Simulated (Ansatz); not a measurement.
Correlation energies of CH6OSSn (`[CH3][SnH]([OH])[SH]`) by basis set

Cartesian coordinates in Å:
```
C 0.353 1.479 0.455
Sn 0.205 -0.630 0.293
O 1.007 -0.993 -1.467
S -2.069 -1.414 0.253
H -0.114 1.819 1.379
H 1.404 1.769 0.447
H -0.151 1.932 -0.398
H 0.981 -1.571 1.490
H 0.831 -1.881 -1.784
H -2.445 -0.510 -0.667
```

Total charge 0; spin multiplicity 1. Correlated methods include outer-core shells of Sn, which these sets cover unevenly. Sn takes the def2 core potential. Geometry: relaxed with PBE0-D4/def2-TZVP. It is one conformer, not always the lowest. Frozen core, restricted reference, Ansatz 0.2.0.

| basis | HF (Eh) | MP2 corr. |
| --- | --- | --- |
| def2-SVP | -726.91572 | -0.58262 |
| def2-TZVPP | -727.21367 | -0.93358 |
| def2-QZVPP | -727.23316 | -1.19458 |

(1) Estimate the CCSD correlation energy and the (T) correction in each basis where they were run (hartree).

## Answers

(1) 
| basis | CCSD corr. | (T) |
| --- | --- | --- |
| def2-SVP | -0.62996 | -0.01674 |
| def2-TZVPP | -0.96354 | -0.03557 |
